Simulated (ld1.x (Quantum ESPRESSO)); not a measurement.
Transferability test, TM potential for I

ld1.x (Quantum ESPRESSO) 7.5 input, shortened:

```
&input
   title='I', zed=53., rel=1, dft='PBE', iswitch=3,
   config='[Kr] 4d10 5s2 5p5'
 /
 &inputp
   pseudotype=2, tm=.true., lloc=0,
   nlcc=.true., new_core_ps=.true., rcore=1.20
 /
3
5P  2  1   5.00   0.00  1.95  1.95  0.0
4D  3  2  10.00   0.00  1.20  1.20  0.0
5S  1  0   2.00   0.00  1.75  1.75  0.0
 &test
   configts(1)='4d10 5s2 5p5'
 /
```

Energies are relative to the spin-unpolarised reference configuration 4d10 5s2 5p5; without spin polarisation the order of configurations can differ from experiment.

| valence configuration | charge | ΔE all-electron (eV) | error AE − PS (meV) |
| --- | --- | --- | --- |
| 4d10 5s2 5p4 | +1 | 11.131 | -1.1 |
| 4d10 5s2 5p2 | +3 | 60.305 | +8.8 |
| 4d10 5s1 5p5 | +1 | 22.111 | -0.9 |
| 4d9 5s2 5p6 | 0 | 45.862 | -583 |
| 4d9 5s2 5p5 | +1 | 58.247 | -513 |
| 4d10 5s2 5p1 | +4 | 99.731 | +19 |

Question: What are ΔE and the potential's error for 4d10 5s2 5p3?

Answer: ΔE = 30.977 eV all-electron; the error (AE − PS) is +1.5 meV.

Levels in the configuration 4d10 5s2 5p4:

```json
{"level": "4d", "all-electron (eV)": "-59.814", "pseudo (eV)": "-59.745"}
{"level": "5s", "all-electron (eV)": "-26.250", "pseudo (eV)": "-26.241"}
{"level": "5p", "all-electron (eV)": "-15.349", "pseudo (eV)": "-15.344"}
```
